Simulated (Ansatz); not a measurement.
H3As, charge -1, doublet, at the geometry of the source list (a state made from the parent by changing its charge; the spin is typed, not shown lowest) (a gas-phase anion, which may not be bound at this level); B3LYP/def2-TZVP (Ansatz, an electronic-structure program).

Here is a job for Ansatz.
Ansatz 0.2 input:
```yaml
crystal:
  periodic: [false, false, false]
  atoms:
    - {symbol: As, position_ang: [0.00400000, -0.00260000, 0.65880000]}
    - {symbol: H, position_ang: [-0.72090000, -0.97200000, -0.22550000]}
    - {symbol: H, position_ang: [-0.48990000, 1.11570000, -0.20830000]}
    - {symbol: H, position_ang: [1.20680000, -0.14110000, -0.22500000]}
basis:
  gaussian:
    orbitals: def2-TZVP
hamiltonian:
  xc: b3lyp
total_charge: -1
magnetization: {spin_polarized: false, initial_magnetization: 1}
```

What the program printed (banner, timings and long lists left out):

```
Functional definition: B3LYP
474 factors; integrals over basis functions are off by at most 6.9e-4 eV
mean field evaluation 1: about -60887.7240 eV, gradient 2.5e1 eV
mean field evaluation 2: about -60887.7665 eV, gradient 2.5e1 eV
mean field evaluation 4: about -60888.4939 eV, gradient 3.3e-1 eV
mean field evaluation 8: about -60888.4949 eV, gradient 5.4e-2 eV
mean field evaluation 16: about -60888.4950 eV, gradient 4.8e-3 eV
mean field evaluation 32: about -60888.4950 eV, gradient 1.5e-5 eV
mean field evaluation 64: about -60888.3941 eV, gradient 3.2e0 eV
mean field evaluation 96: about -60887.9039 eV, gradient 2.4e1 eV
a density is far from that of the atoms, so the factors are made again for it
490 factors; integrals over basis functions are off by at most 6.8e-4 eV
mean field -60888.49498012 eV, -2237.6109188150 hartree, gradient 5.6e-6 eV, S^2 0.750000; 0 other end points of the search recorded, 0 dependent functions left out
reference -60888.49515685 eV, -2237.6109253100 hartree; 19, 18 occupied and 47, 48 virtual orbitals, 490 factors
Total energy: -60888.49515685 eV, -2237.6109253100 hartree
```
